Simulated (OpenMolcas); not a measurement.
**Co7+: effect of the basis set**

```yaml
Program: OpenMolcas
Method: "SS-CASPT2, IPEA 0.25 Eh, imaginary shift 0.1 Eh (closed shells correlated: 3s 3p)"
Active_space: 2 electrons in 5 orbitals (3d)
State_averaging: 2S+1 = 3 even, 10 roots; 2S+1 = 1 even, 15 roots
Spin-orbit_coupling: RASSI with atomic mean-field integrals over the reference wave functions, term energies averaged over their components
```

A. ANO-R1 [5s3p2d1f], X2C, finite nucleus; CASPT2 step about 3 core-seconds
B. ANO-RCC-VDZP [5s4p2d1f], DKH2, point nucleus; CASPT2 step of the order of 2 core-seconds
C. ANO-L-VTZP [6s5p3d2f1g], non-relativistic, point nucleus; CASPT2 step roughly 2.3 core-seconds
D. ANO-RCC-VTZP [6s5p3d2f1g], DKH2, point nucleus; CASPT2 step about 2.9 core-seconds
E. ANO-RCC-VQZP [7s6p4d3f2g1h], DKH2, point nucleus; CASPT2 step roughly 9 core-seconds
F. ANO-R3 [8s5p5d3f2g1h], X2C, finite nucleus; CASPT2 step roughly 7 core-seconds

Energies in cm⁻¹ above 3d² ³F₂, the measured ground level; measured values from Sugar and Corliss, J. Phys. Chem. Ref. Data 10, 1097 (1981).

```
  Level      A      B      C      D      E      F  Measured
3d² ³F₂    0.0    0.0    0.0    0.0    0.0    0.0       0.0
3d² ³F₃   1324   1327   1492   1382   1440   1403      1430
3d² ³F₄   2960   2960   3320   3080   3210   3130      3144
3d² ¹D₂  19710  19470  20140  19660  19610  19520     19624
3d² ³P₀  22810  22550  23470  22910  23090  23050     22304
3d² ³P₁  23300  23040  24030  23420  23630  23570     22839
3d² ³P₂  24450  24200  25330  24620  24870  24770     24055
3d² ¹G₄  33040  32710  33820  32870  33040  32840     32360
3d² ¹S₀  75730  74680  78310  76930  76410  75940     74247
```

Deviations, from unrounded energies. A percentage is the sum of absolute deviations over the sum of measured energies, with the sign that they share, or ± where signs differ.

```json
{"Against measurement": "mean absolute deviation (cm-1)", "Levels": "8", "A": "490", "B": "230", "C": "1200", "D": "640", "E": "660", "F": "560"}
{"Against measurement": "fine structure of the ground term (%)", "Levels": "2", "A": "-6.4", "B": "-6.2", "C": "+5.2", "D": "-2.4", "E": "+1.6", "F": "-1.0"}
{"Against measurement": "other terms of the ground configuration (%)", "Levels": "6", "A": "+1.8", "B": "±0.8", "C": "+4.9", "D": "+2.5", "E": "±2.7", "F": "±2.3"}
```

B lies closest to measurement on these levels and C furthest from it. The largest miss of B in the table is 3d² ¹S₀, by +430 cm-1. The ranking rests on the paired levels alone, and a cruder setting can come out closer through cancelling errors.

Among A to F the level of the table that moves most is 3d² ¹S₀, by 3600 cm-1 (lowest in B, highest in C). Moves below CASPT2's spread within the term are not significant.

CASPT2 does not keep the components of a term degenerate, so their means are used; among the terms shown or strongly mixed into the levels shown the widest spread is 1000 cm-1 (3d² ¹G, C). The basis is small and was not contracted for so high a charge (holds for A; B). Computed and measured levels are paired by configuration, term and J; levels that our copy of the source lacks, or whose pairing is in doubt (as where it misses far off the trend of its configuration), stay unpaired and out of the deviations. Levels of configurations outside the active space are missing.
